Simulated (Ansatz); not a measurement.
`C[SiH](Cl)[GeH3]` → `[CH2]` (triplet) + `Cl[SiH2][GeH3]` at 400 K and 1 bar (formal loss of a carbene).

Program: Ansatz. Geometries: PBE0-D4/def2-TZVP. ΔE: electronic, gas phase. CCSD(T)/CBS is the MP2 limit (def2-TZVPP, def2-QZVPP) plus CCSD(T) − MP2 in def2-TZVPP, frozen cores. This one scheme is used for every species. Triplets are unrestricted, without spin–orbit coupling. For Ge outer-core shells are correlated without core-valence functions, which leaves a few kJ/mol of doubt a bond. Scalar relativity is left out up to krypton.

```csv
species,CCSD(T)/CBS energy (Eh),H − E (kJ/mol),S (J/(mol·K))
`C[SiH](Cl)[GeH3]`,-2867.29429,222.2,411.9
`[CH2]` (triplet),-39.09499,59.0,205.7
`Cl[SiH2][GeH3]`,-2828.01436,138.8,365.7
```

H − E and S are ideal-gas, rigid-rotor, harmonic terms from PBE0-D4/def2-TZVP, for one conformer and one mirror image of each species, with the whole ground term of open shells counted as degenerate. 1 Eh = 2625.50 kJ/mol, R = 8.31446 J/(mol·K).

**Question.** By hand: ΔE, ΔH, ΔS and ΔG.

**Answer.** ΔE = (-39.09499) + (-2828.01436) − (-2867.29429) = 0.18494 Eh = 485.6 kJ/mol. Δ(H − E) = 59.0 + 138.8 − 222.2 = -24.4, so ΔH = 461.2 kJ/mol. ΔS = 205.7 + 365.7 − 411.9 = 159.5 J/(mol·K). ΔG = 461.2 − 400 × (159.5)/1000 = 397.4 kJ/mol.

**Question.** By hand: the equilibrium constant, and the temperature at which ΔG would vanish if ΔH and ΔS stayed fixed.

**Answer.** log₁₀ K = −ΔG/(RT ln 10) = -51.9. ΔG = 0 at ΔH/ΔS = 2892 K, far beyond where these terms or the molecules hold.

The number of gas molecules changes by +1, which sets the sign of ΔS. A doubt of 5 kJ/mol in ΔE shifts log₁₀ K by 0.7 here. Other conformers and mirror images would add mixing entropy, several J/(mol·K) or more a flexible species. A triplet takes part, so the spin changes. These are equilibria of isolated gas molecules and say nothing of rates. Largest T1 diagnostic: 0.011 (customary marks: 0.02 for closed shells, 0.045 for open ones).
